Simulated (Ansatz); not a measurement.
Process, species as SMILES: [TaH5] (TaH5) → [TaH5] (TaH5) as doublet, charge +1 + e-
Each molecule is optimised on its own at B3LYP-D3(BJ)/def2-TZVP (Ansatz, a first-principles code). Frequencies are from Ansatz. High T1 diagnostic, so coupled cluster is less sure: [TaH5] (TaH5). [TaH5] (TaH5) as doublet, charge +1: The spin state was set by rule; other spins were not relaxed.

Quantity: adiabatic ionisation energy (0 K, with B3LYP-D3(BJ) harmonic zero-point energies), in eV. Valence correlation only, unless marked. Open shells are spin-unrestricted. No spin-orbit coupling. Frozen are the shells of the preceding noble gas and the d and f shells that filled before the atom's block. In def2 rows, elements after Kr have scalar-relativistic effective core potentials. Basis-set limits of correlation are two-point, X^-3; Hartree-Fock from the larger set.

| level | program | adiabatic ionisation energy (eV) | minus last row |
|---|---|---|---|
| BLYP-D4/def2-TZVPD | Ansatz + dftd4 | 8.43 | 0.02 |
| LC-wPBE-D4/def2-TZVPD | Ansatz + dftd4 | 8.47 | 0.06 |
| MP2/def2-SVP | Ansatz | 8.06 | -0.35 |
| RI-MP2/CBS(def2-TZVPP,def2-QZVPP) | Ansatz | 8.35 | -0.06 |
| CCSD(T)/def2-TZVPPD | Ansatz | 8.35 | -0.06 |
| CCSD(T)/def2-QZVPP | Ansatz | 8.38 | -0.03 |
| CCSD(T)/CBS(def2-TZVPP,def2-QZVPP) | Ansatz | 8.41 | 0.00 |
